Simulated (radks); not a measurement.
Results of a calculation; reference values are marked as such.
Initial-state core-level shifts of neutral bromine when its valence configuration changes from [Ar] 3d10 4s2 4p5. Code: a radial shooting solver on a logarithmic mesh with Libxc functionals. Model: Dirac Kohn-Sham, PBE, spin-unpolarised, spherical densities, point nucleus; open shells fill j = l - 1/2 first. Shifts are changes of the shell-averaged eigenvalues in eV (positive: less bound).

valence                2s       2p       3s       3p
3d10 4s1 4p6       -1.625   -1.618   -1.638   -1.629
3d9 4s2 4p6       -16.809  -16.685  -12.749  -12.523
3d9.5 4s2 4p5.5    -8.278   -8.216   -6.337   -6.222
3d10 4s1.5 4p5.5   -0.821   -0.818   -0.827   -0.823
